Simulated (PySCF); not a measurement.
Al(Me)2(F) cation (C2H6AlF), SMILES [CH3][Al]([CH3])[F] (connectivity only; charge and spin as stated), charge +1, multiplicity 2.

Coordinates come from a PBE-D3(BJ)/def2-SVP optimisation. The spin state was assumed, not searched. The isomer is the one that the SMILES or the coordinates give; other isomers of the formula were not compared.

These are PBE-D3(BJ)/def2-SVP run with PySCF values and carry that method's errors.

Frequencies are harmonic and unscaled.

```tsv
mode	ν (cm⁻¹)	IR (km/mol)	moving atoms (share of kinetic energy)
1	18	0.0	H 99 %
2	38	0.2	H 94 %
3	124	0.6	F 44 %, Al 28 %, C 16 %, H 13 %
4	137	0.1	C 54 %, H 24 %, Al 13 %, F 9 %
5	166	22.0	Al 56 %, H 18 %, F 17 %, C 9 %
6	442	0.4	C 62 %, H 25 %, F 9 %
7	450	52.7	C 62 %, Al 33 %
8	542	0.0	H 90 %, C 10 %
9	563	61.1	H 81 %, C 11 %
10	599	3.5	H 81 %, C 13 %
11	620	40.4	H 88 %, C 11 %
12	907	70.7	F 52 %, Al 46 %
13	945	244.0	H 88 %, C 9 %
14	1102	7.3	H 80 %, C 19 %
15	1284	0.4	H 92 %
16	1284	31.4	H 92 %, C 8 %
17	1333	0.0	H 94 %
18	1339	18.4	H 93 %
19	2945	132.3	H 98 %
20	2949	5.2	H 98 %
21	3086	63.7	H 90 %, C 10 %
22	3088	0.0	H 90 %, C 10 %
23	3160	14.1	H 90 %, C 10 %
24	3162	34.9	H 90 %, C 10 %
```
